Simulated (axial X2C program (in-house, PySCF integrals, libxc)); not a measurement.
**LiRb: from the spin-free to the two-component result**

Calculated with an in-house relativistic program for diatomic molecules. Spin-free means the one-electron spin-free X2C Hamiltonian; two-component (2c) means X2C with spin–orbit coupling and atomic mean-field two-electron Coulomb and Gaunt terms, so the difference of the two also holds small scalar two-electron terms. Basis: Rb dyall-cv3z [12s13p8d4f1g], Li dyall-cv3z [7s8p2d] (cores contracted in-house); Gaussian nuclei, density fitting, unrestricted open shells. Masses: Rb 84.912 u, Li 7.016 u.

Spin-free state: M_S = 0, Λ = 0 (closed shell); fragments Rb + Li.

| level | Re (Å) | ωe (cm⁻¹) | De (eV) | μ (D) |
| --- | --- | --- | --- | --- |
| PBE0 | 3.525 | 190.8 | 0.624 | -3.96 |
| HF | 3.677 | 182.1 | n/a | -5.31 |
| MP2 | 3.486 | 198.2 | 0.481 | n/a |
| CCSD | 3.505 | 195.5 | 0.695 | n/a |
| CCSD(T) | 3.490 | 195.0 | 0.715 | n/a |
| BP86 | 3.514 | 184.7 | 0.645 | -3.03 |

Correlated methods: 10 electrons correlated (number of frozen shells: Rb 3 s, 2 p, 1 d; Li 1 s), 236 virtual spin orbitals or spinors in MP2, 88 natural virtuals in coupled cluster.

Dipoles are positive if Li is the positive end.

Two-component determinant lowest at the distance of the search:

Ω = 0 (closed shell); fragments Rb + Li.

| level | Re (Å) | ωe (cm⁻¹) | De (eV) | μ (D) |
| --- | --- | --- | --- | --- |
| PBE0 | 3.524 | 190.8 | 0.624 | -3.95 |
| HF | 3.676 | 182.1 | n/a | -5.30 |
| MP2 | 3.485 | 198.2 | 0.481 | n/a |
| CCSD | 3.506 | 197.1 | 0.693 | n/a |
| CCSD(T) | 3.491 | 196.0 | 0.715 | n/a |
| BP86 | 3.513 | 184.7 | 0.646 | -3.02 |

Q: From the two tables, how do the constants change at the CCSD(T) level (2c against spin-free)?

A: At the CCSD(T) level Re is unchanged within 0.001 Å and ωe rises by 1.0 cm⁻¹; De changes by 0.000 eV.

The state is a single determinant with fixed occupations, the lowest that a limited PBE0 search found. The closed shell is kept restricted, so the energy runs too high when the bond is stretched far. De is counted from the lowest determinant-based energies of the atoms at the same level, without counterpoise correction. Coupled cluster ran in a truncated set of natural virtual spinors; the MP2 energy of the rest was added. (T) has no such correction and the atoms are truncated less, which lowers De at CCSD(T) by a hundredth of an eV or more.
